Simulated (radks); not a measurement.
Removal energies from the tungsten ion W6+, [Xe] 4f14, by Delta-SCF beside the eigenvalue of the level emptied. All-electron calculation, scalar-relativistic Kohn-Sham, r2SCAN, spin-polarised, spherical densities, finite nucleus; meta-GGA in the generalised Kohn-Sham scheme; Fermi nuclear charge, rms radius of each element as measured or else 0.836 A^(1/3) + 0.57 fm. Program: a radial shooting solver on a logarithmic mesh with Libxc functionals. Open shells are filled with parallel spins first.

removed from     final configuration  Delta-SCF (eV)  -eigenvalue (eV)
4f                         [Xe] 4f13          123.38            109.65
5p            [Kr] 4d10 4f14 5s2 5p5          125.78            117.26
5s            [Kr] 4d10 4f14 5s1 5p6          164.80            155.51
4d             [Kr] 4d9 4f14 5s2 5p6          333.17            318.77
